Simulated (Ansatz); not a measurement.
`[CH2]1O[SiH2][SiH2][AlH]1`, charge 0, multiplicity 1.

**Question.** Give a relaxed structure at PBE0-D4/def2-TZVP (the Gaussian-basis code of Ansatz). (Estimate.)

**Answer.** Ansatz gave: 
Z-matrix (Å, degrees):
```
C
Al 1 1.994
O 1 1.432 2 110.9
H 1 1.101 2 111.9 3 123.0
H 1 1.096 2 111.8 3 -119.3
Si 2 2.443 1 100.9 3 -14.7
H 2 1.588 1 123.8 3 166.4
Si 3 1.657 1 122.5 2 42.1
H 6 1.488 2 117.3 1 -122.6
H 6 1.490 2 115.0 1 106.2
H 8 1.484 3 105.6 1 -170.9
H 8 1.496 3 110.7 1 71.3
```
This is one stationary point; other conformers may exist.
